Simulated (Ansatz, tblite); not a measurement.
Spin states of Na3Li⁻, each relaxed with PBE0/def2-TZVPD in Ansatz. Electronic energies in the gas phase.

The xTB rows come from tblite. B3LYP takes the VWN-RPA correlation. Correlated methods freeze 3 core orbitals; core or outer-core shells of Li, Na are correlated, in sets that lack core-valence functions. The structure comes from a short search, and lower isomers may exist.

Doublet geometry (C2v within 0.1 Å):

```xyz
4

Li   -0.950    1.105    0.254
Na    1.191   -1.385   -0.321
Na   -2.385   -1.757   -0.188
Na    2.144    2.037    0.255
```

Quartet geometry (Cs within 0.1 Å):

```xyz
4

Li   -0.028   -0.881    1.236
Na    0.090    1.233   -1.294
Na   -3.162    0.441    0.399
Na    3.099   -0.794   -0.341
```

⟨S²⟩: doublet 0.79 at PBE0/def2-TZVPD (pure 0.75), quartet 3.77 at PBE0/def2-TZVPD (pure 3.75).

Run but left out: HF/STO-3G (doublet: a determinant that CCSD turns far, T1 0.068); HF/def2-TZVPD, HF/def2-TZVPPD, r2SCAN/def2-TZVPD, r2SCANh/def2-TZVPD, MP2/def2-TZVPD, MP2/def2-TZVPPD, CCSD/def2-TZVPPD, CCSD(T)/def2-TZVPPD (doublet: ⟨S²⟩ 1.05 to 1.79, where a pure state has 0.75).

Only these spin states were relaxed.

Task: Estimate which spin state lies lowest at each of these levels, and by how much: GFN2-xTB; LDA (SPW92)/def2-TZVPD; PBE/def2-TZVPD; B3LYP/def2-TZVPD; PBE0/def2-TZVPD; ωB97X-V/def2-TZVPD; RPA@PBE/def2-TZVPD.

Result: 
| level | quartet − doublet (kJ/mol) | lowest of these | remarks |
| --- | --- | --- | --- |
| GFN2-xTB | 144.6 | doublet | – |
| LDA (SPW92)/def2-TZVPD | 64.0 | doublet | HOMO above zero (doublet), HOMO above zero (quartet) |
| PBE/def2-TZVPD | 55.5 | doublet | HOMO above zero (doublet), HOMO above zero (quartet) |
| B3LYP/def2-TZVPD | 63.2 | doublet | HOMO above zero (doublet), HOMO above zero (quartet) |
| PBE0/def2-TZVPD | 52.0 | doublet | HOMO above zero (doublet), HOMO above zero (quartet) |
| ωB97X-V/def2-TZVPD | 65.6 | doublet | – |
| RPA@PBE/def2-TZVPD | 53.9 | doublet | – |

Change of the quartet − doublet gap on mixing in exact exchange, in kJ/mol: PBE to PBE0 (25 % exact exchange) -3.5. The xTB methods have no term that favours high spin, so they put low spin too low.
